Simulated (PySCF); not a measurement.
System: H₃ (cation, charge +1), singlet: symmetric bend, bond length relaxed. Scanned: H-H-H angle. Other coordinates (H-H bond length) were minimised at PBE0/def2-TZVP.

Levels of theory: MP2 on RHF/cc-pVTZ (PySCF); CCSD(T) on RHF/cc-pVTZ (PySCF).

Energies relative to the lowest point of each profile, in mEh:

```tsv
a / °	MP2
180	68.3
170	67.7
160	65.9
150	63.0
140	58.7
130	53.3
120	46.5
110	38.6
100	29.7
90	20.2
80	10.9
70	3.4
```

**Question.** Predict the corresponding CCSD(T) column.

**Answer.** 180: 64.6; 170: 64.0; 160: 62.4; 150: 59.7; 140: 55.9; 130: 50.8; 120: 44.5; 110: 37.0; 100: 28.5; 90: 19.5; 80: 10.6; 70: 3.3 (mEh).
